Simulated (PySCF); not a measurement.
Al(CF3)(Me)2 (C3H6AlF3), SMILES [CH3][Al]([CH3])[C](F)(F)F. Heavy atoms are numbered as in [Al:1]([C:2]([F:3])([F:4])[F:5])([CH3:6])[CH3:10]. Hydrogens are named by the atom that carries them.

Coordinates come from a ωB97X-D3(BJ)/def2-SVP optimisation.

These are HF/pcSseg-1 in PySCF values and carry that method's errors.

GIAO shieldings, no solvent; atoms alike by connectivity are averaged. δ = σ(ref) − σ: ¹³C against TMS (σ = 192.6 ppm); ¹⁹F against CFCl3 (σ = 238.5 ppm); ¹H against TMS (σ = 31.99 ppm), references at their B3LYP-D3(BJ)/def2-TZVP geometries, non-relativistic.

| nucleus | atoms | count | δ (ppm) |
|---|---|---|---|
| ¹³C | C2 | 1 | 125.0 |
| ¹³C | C6 (CH3) | 2 | -8.4 |
| ¹⁹F | F3 | 3 | -56.3 |
| ¹H | H on C6 | 6 | 0.26 |
